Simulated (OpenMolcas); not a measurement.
Re3+ among 4 point charges of -2 e arranged as a tetrahedron (Td).

```yaml
Program: OpenMolcas 26.06
Method: CASSCF
Basis: ANO-RCC-VTZP [8s7p5d3f2g1h]
Scalar_Hamiltonian: DKH2, point nucleus
Active_space: 4 electrons in 5 orbitals (5d)
State_averaging: 2S+1 = 5 even, 5 roots; 2S+1 = 3 even, 45 roots; 2S+1 = 1 even, 50 roots
Spin-orbit_coupling: state interaction with AMFI integrals over the reference wave functions
```

All point charges move together. At R = 1.83 Å the first state of the same spin is 4708 cm-1, and at R = 2.19 Å it is 2972 cm-1.

Q: A third run gives 3793 cm-1. What distance was it run at?

A: With a power law R^-n the two known points give n = -ln(2972 / 4708) / ln(2.19 / 1.83) = 2.56. Then R = 1.83 × (4708 / 3793)^(1/2.56) = 1.991 Å. The run was at 2.03 Å, so the estimate is off by -0.039 Å.

Without dynamic correlation the repulsion within the d shell is too large (B by tens of per cent), so at a given field states of lower spin stand too high. Point charges give a weaker field than real ligands, and real ions of this kind are as a rule low spin; the high spin found here belongs to the model. The ground term spreads over less than 5000 cm-1, several times less than with real ligands, so orbital moments are less quenched and χT lies further from the spin-only value than at real sites. Spin-orbit coupling mixes the spin-free states strongly: the lowest level takes only 62 % from its leading state, 5T2 (figures for R = 1.83; the like holds for R = 2.03, R = 2.19). This is an electrostatic model: the charges have no orbitals. No measured value stands beside these numbers.
